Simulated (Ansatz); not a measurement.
Basis-set series for C2H6B2F4 (`C[B@-]1(F)[F+][B@-](C)(F)[F+]1`). The species carries charge 0 and has multiplicity 1. Geometry: relaxed with PBE0-D4/def2-TZVP.

```json
{"functional": "PBE0-D4", "basis": "def2-TZVPP", "functions": "332", "energy (Eh)": "-528.83421", "HOMO (eV)": "-9.82", "LUMO (eV)": "0.92"}
{"functional": "PBE0-D4", "basis": "def2-QZVPP", "functions": "636", "energy (Eh)": "-528.86150", "HOMO (eV)": "-9.83", "LUMO (eV)": "0.61"}
{"functional": "ωB97M-V", "basis": "def2-TZVPP", "functions": "332", "energy (Eh)": "-529.22031", "HOMO (eV)": "-12.17", "LUMO (eV)": "2.09"}
{"functional": "ωB97M-V", "basis": "def2-QZVPP", "functions": "636", "energy (Eh)": "-529.24553", "HOMO (eV)": "-12.18", "LUMO (eV)": "1.59"}
```

Task: Give the rows for def2-SVP. (An estimate is asked.)

Result: Ansatz gave: 
```
functional     basis  functions  energy (Eh)  HOMO (eV)  LUMO (eV)
   PBE0-D4  def2-SVP        142   -528.21289      -9.77       1.84
   ωB97M-V  def2-SVP        142   -528.58413     -12.11       3.55
```

Positive LUMOs are unbound and depend on the basis.
